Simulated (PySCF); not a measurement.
# Zr: ionisation energy

Zr [Kr] 4d2 5s2 (3F) → Zr⁺ [Kr] 4d2 5s1 (4F), as a difference of total energies. Computed with PySCF 2.14 in aug-cc-pVDZ-PP with ECP28MDF, with scalar relativity through the core potential. Correlated levels: valence: 4s2 4p6 frozen. The calculations carry no spin-orbit coupling.

```tsv
method	ionisation energy (eV)
UHF	5.219
M06-L	6.808
PBE	6.462
MP2 (valence)	6.080
SCS-MP2 (valence)	6.252
```

Q: How much does correlation contribute at MP2 (valence)?

A: 6.080 − (5.219) = 0.861 eV, measured against UHF.

Errors of the correlated levels include the incompleteness of this basis and the frozen core.

MP2 underrates the near-degeneracy of ns² with np² in the lower species.

For comparison: 6.639 eV (measured; NIST levels, between the centres of gravity of the two terms).
